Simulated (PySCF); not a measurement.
Correlation energy of Ba (barium, neutral)

Starting occupation: [Xe] 6s1 6p1, 6s1/2 with m_j = +1/2, 6p3/2 with m_j = +3/2. All numbers are calculated (PySCF 2.14, X2C-1e with screened-nucleus spin-orbit coupling, Gaussian nucleus, in x2c-TZVPall-2c with one added diffuse shell each of s, p, d type (12s12p10d1f, 105 functions)). Frozen: [Kr] 4d10; 10 electrons correlated; the 24 highest virtual spinors left out.

MP2 pair energies summed by pair of shells (mhartree):

```
       pair  energy  share (%)
5p3/2-5p3/2  -47.88       30.2
5p1/2-5p3/2  -44.93       28.4
5p3/2-5s1/2  -17.61       11.1
5p1/2-5p1/2  -12.21        7.7
5p1/2-5s1/2   -8.96        5.7
5p3/2-6s1/2   -8.90        5.6
5s1/2-5s1/2   -5.47        3.5
5p1/2-6s1/2   -4.01        2.5
5p3/2-6p3/2   -3.68        2.3
6p3/2-6s1/2   -2.06        1.3
5p1/2-6p3/2   -1.67        1.1
5s1/2-6s1/2   -0.74        0.5
5s1/2-6p3/2   -0.29        0.2
```

Total MP2 correlation energy: -158.42 mhartree.

This basis was not built for core-valence correlation, so the inner-shell part is incomplete.
